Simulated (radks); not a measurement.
The numbers below are computed, except where a source is named.
Question: Os III, configuration [Xe] 4f14 5d(up 5, down 1). Code: a radial shooting solver on a logarithmic mesh with Libxc functionals. Model: scalar-relativistic Kohn-Sham, r2SCAN, spin-polarised, spherical densities, finite nucleus; meta-GGA in the generalised Kohn-Sham scheme; Fermi nuclear charge, rms radius 5.4126 fm. Some entries of the table are withheld. Estimate them.

orbital  occ.  eigenvalue (hartree)  <1/r> (bohr^-1)
1s down     1             -2717.955            90.42
1s up       1             -2717.954            90.42
2s up       1             -474.8706            21.19
2s down     1             -474.8576            21.19
2p up       3             -413.5232            19.05
2p down     3             -413.5132            19.05
3s up       1             -111.3645            7.862
3s down     1             -111.3634            7.862
3p up       3             -93.26822            7.220
3p down     3             -93.26610            7.220
3d up       5             -73.00450            6.802
3d down     5             -72.99719            6.802
4s up       1             -24.21584            3.342
4s down     1             -24.20588            3.341
4p up       3             -18.25351            3.033
4p down     3             -18.24496            3.032
4d up       5             -10.81080            2.705
4d down     5             -10.80051            2.705
5s up       1              -4.09587            1.321
5s down     1              -4.01478            1.335
5p up       3              -2.59274            1.118
4f up       7              -2.55985            2.237
4f down     7              -2.54176            2.244
5p down     3              -2.48451            1.134
5d up       5                   (1)           0.7735
5d down     1                   (2)           0.7682

Answer: 
(1) 5d up eigenvalue (hartree): -0.89401
(2) 5d down eigenvalue (hartree): -0.76133
